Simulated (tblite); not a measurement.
C5H10GeO3.
Numbering: `[CH3:1][O:2][Ge@@:3]1([CH2:4][CH:5]=[O:6])[CH2:7][CH2:8][O:9]1` (hydrogens: H10, H11, H12 on C1; H13, H14 on C4; H15 on C5; H16, H17 on C7; H18, H19 on C8)

Computed with GFN2-xTB (tblite), gas phase: L-BFGS steps from a force-field or distance-geometry start until the largest atomic force falls under 0.01 eV/Å.

Geometry at step 48:
```
atom  x, y, z in Å
C1      2.0240   -0.6611    1.9299
O2      0.8270   -1.0387    1.2793
Ge3    -0.0187   -0.1494   -0.0058
C4     -0.9392   -1.7846   -0.8099
C5     -2.3766   -1.4824   -0.9440
O6     -2.8484   -0.6954   -1.7219
C7     -0.6577    1.7941   -0.0458
C8      0.5922    2.0631   -0.8907
O9      1.2370    0.7944   -0.9825
H10     1.8500   -0.6552    3.0083
H11     2.3669    0.3162    1.5905
H12     2.7989   -1.3918    1.6924
H13    -0.7316   -2.6070   -0.1346
H14    -0.4540   -1.9419   -1.7693
H15    -3.0235   -1.9906   -0.2068
H16    -0.6889    2.3186    0.9069
H17    -1.5893    1.9269   -0.5893
H18     1.2689    2.7818   -0.4156
H19     0.3533    2.4121   -1.8986
```

Problem. What forces act on the atoms?

Solution. 
```json
{"atom": "C1", "Fx (eV/Å)": "0.025", "Fy (eV/Å)": "0.023", "Fz (eV/Å)": "-0.002"}
{"atom": "O2", "Fx (eV/Å)": "-0.002", "Fy (eV/Å)": "0.020", "Fz (eV/Å)": "0.012"}
{"atom": "Ge3", "Fx (eV/Å)": "0.116", "Fy (eV/Å)": "0.127", "Fz (eV/Å)": "-0.079"}
{"atom": "C4", "Fx (eV/Å)": "-0.013", "Fy (eV/Å)": "-0.034", "Fz (eV/Å)": "-0.033"}
{"atom": "C5", "Fx (eV/Å)": "0.009", "Fy (eV/Å)": "0.075", "Fz (eV/Å)": "0.091"}
{"atom": "O6", "Fx (eV/Å)": "0.057", "Fy (eV/Å)": "0.042", "Fz (eV/Å)": "-0.100"}
{"atom": "C7", "Fx (eV/Å)": "0.020", "Fy (eV/Å)": "-0.051", "Fz (eV/Å)": "0.020"}
{"atom": "C8", "Fx (eV/Å)": "-0.060", "Fy (eV/Å)": "-0.039", "Fz (eV/Å)": "0.018"}
{"atom": "O9", "Fx (eV/Å)": "-0.068", "Fy (eV/Å)": "-0.078", "Fz (eV/Å)": "0.060"}
{"atom": "H10", "Fx (eV/Å)": "0.017", "Fy (eV/Å)": "0.075", "Fz (eV/Å)": "-0.032"}
{"atom": "H11", "Fx (eV/Å)": "0.046", "Fy (eV/Å)": "0.045", "Fz (eV/Å)": "0.096"}
{"atom": "H12", "Fx (eV/Å)": "-0.035", "Fy (eV/Å)": "-0.045", "Fz (eV/Å)": "0.010"}
{"atom": "H13", "Fx (eV/Å)": "-0.029", "Fy (eV/Å)": "-0.058", "Fz (eV/Å)": "0.005"}
{"atom": "H14", "Fx (eV/Å)": "-0.038", "Fy (eV/Å)": "0.064", "Fz (eV/Å)": "-0.090"}
{"atom": "H15", "Fx (eV/Å)": "-0.046", "Fy (eV/Å)": "-0.098", "Fz (eV/Å)": "0.024"}
{"atom": "H16", "Fx (eV/Å)": "0.005", "Fy (eV/Å)": "0.005", "Fz (eV/Å)": "-0.054"}
{"atom": "H17", "Fx (eV/Å)": "0.037", "Fy (eV/Å)": "-0.012", "Fz (eV/Å)": "0.055"}
{"atom": "H18", "Fx (eV/Å)": "-0.011", "Fy (eV/Å)": "-0.067", "Fz (eV/Å)": "-0.041"}
{"atom": "H19", "Fx (eV/Å)": "-0.029", "Fy (eV/Å)": "0.005", "Fz (eV/Å)": "0.042"}
```

The largest, 0.19 eV/Å, acts on Ge3; the rms over all components is 0.053 eV/Å. The forces sum to zero within rounding, as they must for an isolated molecule in no field.

Problem. Give the force on Ge3 in Eh/bohr and in nN.

Solution. 0.189 eV/Å ÷ 51.422 = 0.00368 Eh/bohr, and 0.189 eV/Å × 1.602 = 0.30 nN.

Problem. How far is this geometry from the end of the optimisation?

Solution. 0.127 eV above it, and 0.714 Å rms away after alignment. The bonds farthest from their final lengths, with half the difference of the two atoms' forces along the bond (positive lengthens):

```csv
bond,now (Å),final (Å),force along bond (eV/Å)
Ge3–C7,2.046,2.031,-0.07
Ge3–O9,1.850,1.837,-0.15
Ge3–C4,2.042,2.032,+0.08
C4–H13,1.084,1.088,+0.02
C7–H17,1.087,1.084,-0.01
C4–C5,1.475,1.478,-0.01
```

The angle farthest from its final value is C4–Ge3–O9, 120.5° against 113.3°.

Of the 3 listed bonds off by 0.010 Å or more, this force points towards the final length in 2.

What follows is the cost of the whole relaxation. On an Arm Neoverse V1 with one thread, no GPU (shared host), this took 2.0 s of wall time.
